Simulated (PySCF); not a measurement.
C₄H₇FSi, SMILES C=C=C[Si@H](C)F.

Geometry: PBE-D3(BJ)/def2-SVP. The structure was generated by enumeration; whether it is a known compound was not checked. One conformer was computed; it need not be the lowest.

Calculation: PBE-D3(BJ)/def2-SVP run with PySCF.

Frequencies are harmonic and unscaled.

Give all harmonic wavenumbers and intensities. (Estimate from the structure and the level; the computed values follow.)


```tsv
mode	ν (cm⁻¹)	IR (km/mol)	moving atoms (share of kinetic energy)
1	40	0.4	C 45 %, F 27 %, H 26 %
2	103	0.2	C 74 %, H 23 %
3	137	0.2	H 94 %
4	211	4.3	F 32 %, H 30 %, C 26 %, Si 12 %
5	221	2.7	F 32 %, C 31 %, H 25 %, Si 12 %
6	271	6.0	H 32 %, Si 32 %, C 27 %, F 9 %
7	345	9.2	H 48 %, C 48 %
8	457	8.0	C 66 %, H 22 %, Si 8 %
9	482	35.4	C 47 %, H 39 %, Si 12 %
10	641	14.9	H 44 %, C 40 %, Si 14 %
11	650	6.0	H 53 %, C 37 %
12	730	4.9	H 71 %, C 25 %
13	773	38.5	H 36 %, C 36 %, Si 26 %
14	781	61.1	H 74 %, C 26 %
15	813	20.8	H 52 %, F 34 %, Si 11 %
16	844	27.0	H 87 %, C 10 %
17	864	216.9	H 69 %, Si 16 %, C 14 %
18	899	207.6	H 41 %, Si 36 %, F 18 %
19	941	0.6	H 59 %, C 41 %
20	1037	3.3	H 70 %, C 30 %
21	1207	34.2	H 50 %, C 49 %
22	1223	39.4	H 76 %, C 23 %
23	1376	2.8	H 94 %
24	1377	6.0	H 95 %
25	1379	1.0	H 63 %, C 37 %
26	2000	191.3	C 98 %
27	2171	157.6	H 97 %
28	2981	0.3	H 97 %
29	3059	0.2	H 92 %, C 8 %
30	3065	1.0	H 94 %
31	3081	1.8	H 91 %, C 9 %
32	3088	1.2	H 91 %, C 9 %
33	3152	0.3	H 89 %, C 11 %
```
